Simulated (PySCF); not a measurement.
C7H7, SMILES c1ccc([CH2])cc1, multiplicity 2.

Coordinates come from a ωB97X-D3(BJ)/def2-SVP optimisation.

Computed with PBE/def2-TZVP (PySCF).

Computed frontier levels, dipole moment and polarisability:
| Item | Value |
|---|---|
| α spin, highest occupied and lowest empty level | -4.43 and -1.25 eV |
| β spin, highest occupied and lowest empty level | -6.29 and -3.26 eV |
| dipole moment | 0.16 D |
| quadrupole, principal values (traceless, Buckingham form, about the centre of nuclear charge) | -8.75, 3.89, 4.86 D·Å |
| mean static polarisability | 84.9 bohr³ (12.58 Å³) |
| polarisability, principal values | 45.4, 87.3, 122.1 bohr³ |
| ⟨S²⟩ | 0.764 (pure state 0.75) |
